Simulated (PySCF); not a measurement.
H₂SeZn (SMILES [ZnH][SeH]), singlet, at a GFN2-xTB geometry (such geometries of metal compounds can be far from the true shape). Base run: HF/def2-SVP (PySCF).

Input for PySCF:
```python
from pyscf import gto, scf, solvent

mol = gto.M(
    atom='''
Zn   -0.696057   -0.595967   -0.773387
H    -1.561662   -0.701618   -1.981752
Se    0.629175    0.557934    0.691613
H     1.051405   -0.389129    1.668527
''',
    basis='def2-svp',
    charge=0,
    spin=0,
    verbose=4,
)

mf = scf.RHF(mol)
mf.kernel()
mf.analyze()
```

The base run was repeated with changes; each row names its change, and settings that it needs were set with it.

```json
[
 {"change": "base", "ΔE vs base (kcal/mol)": "0.000", "dipole (D)": "2.61", "HOMO-LUMO gap (eV)": "11.10"},
 {"change": "model = IEF-PCM; solvent = water", "ΔE vs base (kcal/mol)": "-20.54", "dipole (D)": "3.86", "HOMO-LUMO gap (eV)": "12.00"},
 {"change": "model = IEF-PCM; solvent = methanol; vdw_scale = 1.4", "ΔE vs base (kcal/mol)": "[?]", "dipole (D)": "[?]", "HOMO-LUMO gap (eV)": "[?]"},
 {"change": "model = IEF-PCM; solvent = methanol", "ΔE vs base (kcal/mol)": "-19.86", "dipole (D)": "3.82", "HOMO-LUMO gap (eV)": "11.97"},
 {"change": "model = IEF-PCM; solvent = n-hexane", "ΔE vs base (kcal/mol)": "[?]", "dipole (D)": "[?]", "HOMO-LUMO gap (eV)": "[?]"},
 {"change": "model = SS(V)PE; solvent = methanol", "ΔE vs base (kcal/mol)": "-19.74", "dipole (D)": "3.81", "HOMO-LUMO gap (eV)": "11.97"},
 {"change": "model = IEF-PCM; solvent = methanol; vdw_scale = 1.0", "ΔE vs base (kcal/mol)": "-45.16", "dipole (D)": "4.52", "HOMO-LUMO gap (eV)": "12.25"},
 {"change": "model = IEF-PCM; solvent = tetrahydrofuran", "ΔE vs base (kcal/mol)": "-16.33", "dipole (D)": "3.60", "HOMO-LUMO gap (eV)": "11.82"},
 {"change": "model = C-PCM; solvent = methanol", "ΔE vs base (kcal/mol)": "[?]", "dipole (D)": "[?]", "HOMO-LUMO gap (eV)": "[?]"},
 {"change": "model = COSMO; solvent = methanol", "ΔE vs base (kcal/mol)": "-19.81", "dipole (D)": "3.82", "HOMO-LUMO gap (eV)": "11.97"},
 {"change": "model = IEF-PCM; solvent = methanol; lebedev_order = 41", "ΔE vs base (kcal/mol)": "-19.89", "dipole (D)": "3.82", "HOMO-LUMO gap (eV)": "11.97"},
 {"change": "model = IEF-PCM; solvent = methanol; vdw_scale = 1.1", "ΔE vs base (kcal/mol)": "-29.62", "dipole (D)": "4.14", "HOMO-LUMO gap (eV)": "12.11"}
]
```

Some entries are withheld; supply them.


- model = IEF-PCM; solvent = methanol; vdw_scale = 1.4, ΔE vs base (kcal/mol): -9.65
- model = IEF-PCM; solvent = methanol; vdw_scale = 1.4, dipole (D): 3.38
- model = IEF-PCM; solvent = methanol; vdw_scale = 1.4, HOMO-LUMO gap (eV): 11.73
- model = IEF-PCM; solvent = n-hexane, ΔE vs base (kcal/mol): -6.82
- model = IEF-PCM; solvent = n-hexane, dipole (D): 3.03
- model = IEF-PCM; solvent = n-hexane, HOMO-LUMO gap (eV): 11.41
- model = C-PCM; solvent = methanol, ΔE vs base (kcal/mol): -20.20
- model = C-PCM; solvent = methanol, dipole (D): 3.84
- model = C-PCM; solvent = methanol, HOMO-LUMO gap (eV): 11.98

The base is the gas phase, so ΔE is the electrostatic part of solvation at a fixed geometry, without cavity and dispersion terms.
